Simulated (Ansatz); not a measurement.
`[SnH3][c]1ccccc1` + `N[SiH3]` → `[SiH3][NH][SnH3]` + `c1ccccc1`  (ligand exchange at the Sn–C bond)

Computed with Ansatz on PBE0-D4/def2-TZVP structures; ΔE is electronic, products minus reactants. CCSD(T)/CBS is the MP2 limit (def2-TZVPP, def2-QZVPP) plus CCSD(T) − MP2 in def2-TZVPP, frozen cores. This one scheme is used for every species. DFT in def2-TZVPP. HSE06 is defined as in plane-wave codes. def2 core potentials past Kr. For Sn outer-core shells are correlated without core-valence functions, which leaves a few kJ/mol of doubt a bond.

```tsv
level	ΔE (kJ/mol)	difference from CCSD(T)/CBS
BLYP-D4	-23.8	1.7
PBE0-D4	-22.8	2.7
HSE06-D4	-22.7	2.8
BHLYP-D4	-30.0	-4.5
ωB97M-V	-26.1	-0.6
PBE	-22.9	2.6
r2SCAN0	-27.6	-2.1
BHLYP	-32.8	-7.3
CAM-B3LYP	-30.7	-5.2
HF/def2-SVP	-38.6	-13.1
CCSD(T)/def2-SVP	-27.0	-1.5
MP2/def2-TZVPP	-17.0	8.5
CCSD(T)/def2-TZVPP	-21.7	3.8
MP2/def2-QZVPP	-19.7	5.8
MP2/CBS(def2)	-20.8	4.7
CCSD/CBS(def2)	-28.3	-2.8
CCSD(T)/CBS	-25.5	0
```

Largest T1 diagnostic among the species: 0.012.

The D4 term adds +3.6 kJ/mol with B3LYP and +2.2 kJ/mol with PBE0; it sums over pairs of atoms, weighted by their polarisabilities, and B3LYP, whose exchange is more repulsive, gets the larger term. In def2-TZVPP, CCSD(T) changes the Hartree–Fock value by +17.6 kJ/mol (the triples alone add +2.8 kJ/mol) and MP2 by +22.3 kJ/mol. From BLYP to BHLYP (50 % exact exchange), in def2-TZVPP and without D4, ΔE moves by −4.8 kJ/mol.

B3LYP here is the variant with VWN-RPA as its local correlation; programs differ in this.
